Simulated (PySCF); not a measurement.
## From a computed spectrum to the compound

A species of 3 atoms with charge 0 has these harmonic modes (PBE0, small Gaussian bases with core potentials, PySCF 2.14.0):

```
cm⁻¹  km/mol  symmetry
  46    19.8        a1
 297     7.8        a1
 314    79.5        b2
```

**Question.** Which species is it, and in which structure?

**Answer.** YbCl2 (singlet):
```xyz
3

Yb    0.0000    0.0000   -0.2508
Cl    2.3250    0.0000    0.6237
Cl   -2.3250    0.0000    0.6237
```
Ideal gas at 298.15 K and 1 bar: S = 317.5 J/(mol K), Cp = 55.5 J/(mol K), H − H(0 K) = 14.3 kJ/mol (rigid rotor, harmonic modes, spin degeneracy alone; the modes under 60 cm⁻¹ make these uncertain). 
 This is one of several that fit.
